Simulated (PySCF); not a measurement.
Si(H)2(F)(Me) (CH₅FSi), SMILES C[SiH2]F. Atoms are numbered in the order given.

```xyz
8

Si    -0.4837     0.1505     0.0000
C      0.3575    -1.5065     0.0000
F      0.6303     1.3137     0.0000
H     -1.3134     0.3373    -1.2109
H     -1.3134     0.3373     1.2109
H      0.9846    -1.6298     0.8849
H     -0.3880    -2.3061     0.0000
H      0.9846    -1.6298    -0.8849
```

The structure is a stationary point at B3LYP-D3(BJ)/def2-TZVP.

The numbers are results of r2SCAN/def2-TZVPD run with PySCF, not measurements.

Mulliken values depend strongly on the basis, most of all with diffuse functions as here. ESP charges are fitted to the potential on shells at 1.4 to 2.0 van der Waals radii. Atomic charges (e):

```tsv
atom	Mulliken	IAO	ESP fit
Si1	0.44	1.14	0.74
C2	-0.61	-0.78	-0.69
F3	-0.30	-0.55	-0.30
H4	-0.06	-0.16	-0.15
H5	-0.06	-0.16	-0.15
H6	0.18	0.17	0.19
H7	0.22	0.17	0.17
H8	0.18	0.17	0.19
```
